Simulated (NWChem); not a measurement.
System: CuH3O; SMILES [CuH]<-[OH2]

The following NWChem deck was run.

```
start job
memory heap 200 mb stack 900 mb global 1100 mb
geometry units angstroms noautoz
  Cu     0.014362    -0.535711     0.000000
  H     -0.011611    -2.020307     0.000000
  O      0.013032     1.454110     0.000000
  H     -0.430721     1.832457    -0.769982
  H     -0.430721     1.832457     0.769982
end
basis spherical
  Cu library def2-svp
  H library def2-svp
  O library def2-svp
end
dft
  xc rpbe cpbe96
  iterations 150
  mulliken
end
task dft energy
```

Coordinates come from a PBE0/def2-SVP optimisation.

**Question.** Predict the main results of this run. (RPBE/def2-SVP.) Quantities: energy (Ha); highest occupied level (eV); orbital gap (eV); dipole (D).

**Answer.** 
```json
{
 "energy (Ha)": "-1717.18",
 "highest occupied level (eV)": "-4.17",
 "orbital gap (eV)": "2.94",
 "dipole (D)": "5.77"
}
```
